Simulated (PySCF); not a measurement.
## Dipole response of As²⁺ (arsenic, charge +2)

[Ar] 3d10 4s2 4p1, 2P determinant. Computed with PySCF 2.14 in aug-cc-pVTZ-PP with ECP10MDF, with scalar relativity through the core potential. Coupled (time-dependent) response in atomic units; α is the mean over directions.

```
method  mean α (bohr³)         α xx, yy, zz  C₆ (like pair)  S(−4)
   UHF           10.83  10.87, 10.76, 10.87           47.20  41.35
   PBE           10.19  10.05, 10.49, 10.05           43.45  35.93
  PBE0           10.31  10.24, 10.47, 10.24           44.17  36.74
   M06           9.450  9.303, 9.744, 9.303           38.22  32.27
 B3LYP           10.11  9.980, 10.37, 9.980           42.90  35.33
```

S(−4) is the Cauchy moment in α(ω) = α(0) + S(−4) ω² + …

Spin-orbit coupling is absent.

α(iu) at UHF:

```json
{"u (hartree)": "0", "α(iu) (bohr³)": "10.83"}
{"u (hartree)": "0.0500", "α(iu) (bohr³)": "10.73"}
{"u (hartree)": "0.100", "α(iu) (bohr³)": "10.44"}
{"u (hartree)": "0.200", "α(iu) (bohr³)": "9.415"}
{"u (hartree)": "0.300", "α(iu) (bohr³)": "8.120"}
{"u (hartree)": "0.500", "α(iu) (bohr³)": "5.700"}
{"u (hartree)": "0.750", "α(iu) (bohr³)": "3.680"}
{"u (hartree)": "1.00", "α(iu) (bohr³)": "2.515"}
{"u (hartree)": "1.50", "α(iu) (bohr³)": "1.385"}
{"u (hartree)": "2.00", "α(iu) (bohr³)": "0.8867"}
{"u (hartree)": "3.00", "α(iu) (bohr³)": "0.4640"}
{"u (hartree)": "5.00", "α(iu) (bohr³)": "0.1966"}
```

For an ion, C₆ is the dispersion term alone; charge-induced terms of lower order in 1/R come first.

The components differ because the open shell of this determinant is not spherical; for a pure term their mean is the scalar polarisability.

Energies and moments cover only the electrons outside the core potential.
